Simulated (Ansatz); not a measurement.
`CC(=O)SCCCCc1c(F)c(F)c(F)c(F)c1F` with charge -1. Charge -1, multiplicity 2. Geometry PBE-D4/def2-SVP, that of the neutral singlet; atoms count from 1.

```xyz
30

C     1.4623    2.9261   -3.2614
C     1.1714    1.5337   -2.7437
O     0.0533    1.0830   -2.5733
S     2.6711    0.6031   -2.3627
C     1.8982   -0.9108   -1.6927
C     1.4228   -0.7658   -0.2483
C     0.7878   -2.0533    0.2855
C     0.2213   -1.9195    1.7133
C    -0.8861   -0.8999    1.8179
C    -0.6434    0.4156    2.2461
F     0.5982    0.7788    2.6093
C    -1.6626    1.3793    2.3133
F    -1.4018    2.6222    2.7295
C    -2.9661    1.0301    1.9230
F    -3.9441    1.9365    1.9748
C    -3.2409   -0.2762    1.4834
F    -4.4813   -0.6089    1.1158
C    -2.1991   -1.2151    1.4291
F    -2.4796   -2.4559    0.9969
H     0.5927    3.2873   -3.8427
H     2.3806    2.9530   -3.8808
H     1.6160    3.6080   -2.3984
H     2.6634   -1.7064   -1.8026
H     1.0458   -1.1504   -2.3614
H     2.2704   -0.4588    0.4011
H     0.6789    0.0568   -0.2123
H    -0.0292   -2.3764   -0.3956
H     1.5370   -2.8750    0.2819
H    -0.1696   -2.9036    2.0412
H     1.0326   -1.6372    2.4137
```

Single mean-field runs in def2-TZVP are fitted with def2-universal-jkfit. The highest occupied level of the charge -1 doublet lies above zero (up to 1.82 eV). By energy differences it is unbound by 0.46 eV (vertical, against the charge 0 singlet, at PBE0-D4/def2-TZVP) and held by the finite basis.

(1) Estimate the Mulliken populations of the heavy atoms from the PBE0/def2-TZVP orbitals of Ansatz.

(2) Where does the spin sit?

(3) And the Mayer bond orders between heavy atoms (over 0.3)?

Results:

(1) 
```json
{"atom": "C1", "charge (e)": "-0.36", "spin (α − β)": "-0.03"}
{"atom": "C2", "charge (e)": "0.14", "spin (α − β)": "0.26"}
{"atom": "O3", "charge (e)": "-0.40", "spin (α − β)": "0.11"}
{"atom": "S4", "charge (e)": "-0.21", "spin (α − β)": "0.01"}
{"atom": "C5", "charge (e)": "-0.14", "spin (α − β)": "0.03"}
{"atom": "C6", "charge (e)": "-0.21", "spin (α − β)": "-0.05"}
{"atom": "C7", "charge (e)": "-0.16", "spin (α − β)": "-0.03"}
{"atom": "C8", "charge (e)": "-0.12", "spin (α − β)": "-0.03"}
{"atom": "C9", "charge (e)": "-0.21", "spin (α − β)": "0.22"}
{"atom": "C10", "charge (e)": "0.20", "spin (α − β)": "0.03"}
{"atom": "F11", "charge (e)": "-0.21", "spin (α − β)": "0.00"}
{"atom": "C12", "charge (e)": "0.11", "spin (α − β)": "0.01"}
{"atom": "F13", "charge (e)": "-0.20", "spin (α − β)": "0.00"}
{"atom": "C14", "charge (e)": "0.08", "spin (α − β)": "0.23"}
{"atom": "F15", "charge (e)": "-0.21", "spin (α − β)": "0.01"}
{"atom": "C16", "charge (e)": "0.11", "spin (α − β)": "-0.02"}
{"atom": "F17", "charge (e)": "-0.20", "spin (α − β)": "0.00"}
{"atom": "C18", "charge (e)": "0.15", "spin (α − β)": "0.08"}
{"atom": "F19", "charge (e)": "-0.21", "spin (α − β)": "0.00"}
```
Mulliken values depend strongly on the basis.

(2) Summed by element: C 0.70, O 0.11, S 0.01, F 0.01, H 0.17, of 1 unpaired in all. Largest on single atoms: C2 0.26, C14 0.23, C9 0.22.

(3) C1–C2 0.99 (1.51 Å); C2–O3 1.80 (1.22 Å); C2–S4 1.10 (1.81 Å); S4–C5 1.02 (1.83 Å); C5–C6 1.00 (1.53 Å); C6–C7 1.04 (1.53 Å); C7–C8 1.00 (1.54 Å); C8–C9 0.96 (1.51 Å); C9–C10 1.21 (1.40 Å); C9–C18 1.20 (1.41 Å); C10–F11 1.02 (1.34 Å); C10–C12 1.46 (1.40 Å); C12–F13 1.07 (1.34 Å); C12–C14 1.27 (1.40 Å); C14–F15 1.03 (1.33 Å); C14–C16 1.29 (1.41 Å); C16–F17 1.06 (1.34 Å); C16–C18 1.47 (1.40 Å); C18–F19 1.05 (1.34 Å).
